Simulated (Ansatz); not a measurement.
Basis-set extrapolation for C2H3AlN (`[CH3][Al][C]#N`) radical (PBE0-D4/def2-TZVP geometry, frozen core, Ansatz 0.2.0). Multiplicity 2, UHF reference.

|  | def2-TZVPP | def2-QZVPP |
| --- | --- | --- |
| HF | -373.893303 | -373.905747 |
| MP2 correlation | -0.562112 | -0.599587 |
| CCSD(T) correlation | -0.611241 | not run |

Energies in hartree. Use E(X) = E(∞) + A·exp(−7.88·√X) for Hartree–Fock and E(X) = E(∞) + B·X^(−2.97) for correlation, with X = 3 and 4, and add CCSD(T) minus MP2 of the smaller set to the MP2 limit.

Task: What is the CCSD(T) energy at the basis-set limit?

Result: HF limit: -373.905747 + (-0.012444) × 0.13774 = -373.90746. MP2 limit: -0.599587 + (-0.037475) × 0.74074 = -0.62735. Higher-order term: -0.611241 − (-0.562112) = -0.04913. Total: -374.58394 hartree, 208.5 kJ/mol below CCSD(T)/def2-TZVPP.
